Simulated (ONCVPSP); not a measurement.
## Which change was made? (P, ONCV)

phosphorus (P), optimised norm-conserving Vanderbilt (ONCV), made with ONCVPSP 4.0.1 (LDA (Perdew-Wang 92), non-relativistic). Core [Ne], reference 3s2 3p2.75 (charge +0.25). Waves: 3s: rc 1.65 bohr, ncon 5, nbas 9, qcut 3.4 1/bohr, 3 projectors, debl 2.1 Ha; 3p: rc 1.95 bohr, ncon 5, nbas 9, qcut 4.1 1/bohr, 2 projectors, debl 2.5 Ha; d scattering state at 0.46 Ha: rc 2.10 bohr, ncon 5, nbas 8, qcut 4.9 1/bohr, 1 projector. Local part: polynomial inside 1.40 bohr (lpopt 5, dvloc0 3 Ha). Core correction: none.

Cutoffs, loose and tight: the cutoffs (Ha) at which the residual kinetic energy of the hardest occupied pseudo-wave falls to 1 and 0.1 mHa per electron. They do not see the model core or the augmentation charge, which bear on the density cutoff. Test errors are all-electron minus pseudo excitation energies from the reference, over the configurations 3s2 3p3; 3s2 3p2; 3s2 3p1; 3s1 3p4; variants that change the core or the reference have their own tests.

The base gives: outcome: generated; cutoff, loose: 40 Ha; cutoff, tight: 76 Ha; bound ghosts: s; GHOST(+) flags above zero: s; largest test error (meV): +25.

Q: After one change the result is: outcome: generated; cutoff, loose: 6.0 Ha; cutoff, tight: 33 Ha; bound ghosts: none; GHOST(+) flags above zero: none; largest test error (meV): +45. Which change was it?
A. s: rc 2.4
B. s: rc 2.2
C. s: rc 1.46
D. s: rc 1.88

A: A. The others give: s: rc 1.88 → outcome: generated; cutoff, loose: 33 Ha; cutoff, tight: 60 Ha; bound ghosts: none; GHOST(+) flags above zero: s; largest test error (meV): +29 | s: rc 2.2 → outcome: generated; cutoff, loose: 12 Ha; cutoff, tight: 42 Ha; bound ghosts: none; GHOST(+) flags above zero: none; largest test error (meV): +38 | s: rc 1.46 → outcome: generated; cutoff, loose: 23 Ha; cutoff, tight: 76 Ha; bound ghosts: s; GHOST(+) flags above zero: s; largest test error (meV): +24.
